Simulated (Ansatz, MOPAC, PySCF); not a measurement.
Species: RbI, net charge 0, singlet state. SMILES: [Rb][I]
Geometry: optimised at B3LYP-D3(BJ)/def2-TZVP (Ansatz, a quantum-chemistry and plane-wave program).

Property: size of the dipole moment, in D. Terms: def2 sets with scalar-relativistic core potentials past Kr; spin-orbit terms left out; STO-3G and 3-21G all-electron and non-relativistic; LANL2DZ with its own core potentials from Na on. First-principles rows: single points at B3LYP-D3(BJ) geometries (Ansatz). Semi-empirical rows: dipoles at the shared geometry.

```tsv
level	program	size of the dipole moment (D)
MNDO	MOPAC	11.36
SVWN5/LANL2DZ	Ansatz	12.61
PBE/STO-3G	Ansatz	11.21
PBE/3-21G	Ansatz	12.32
PBE/LANL2DZ	Ansatz	12.68
PBE/def2-SVP	Ansatz	11.37
BLYP/LANL2DZ	Ansatz	12.33
BP86/LANL2DZ	PySCF	12.97
BP86/def2-SVP	PySCF	11.57
B3LYP/STO-3G	Ansatz	11.54
B3LYP/3-21G	Ansatz	12.69
B3LYP/def2-SVP	Ansatz	11.68
PBE0/LANL2DZ	Ansatz	13.45
```

No value to compare with is used here. The 13 habitual levels span 11.21 (PBE/STO-3G) to 13.45 D (PBE0/LANL2DZ).

The levels are drawn from those run, B3LYP/6-31G* more often than the rest, none by its result; runs whose electronic state is in doubt are left out.
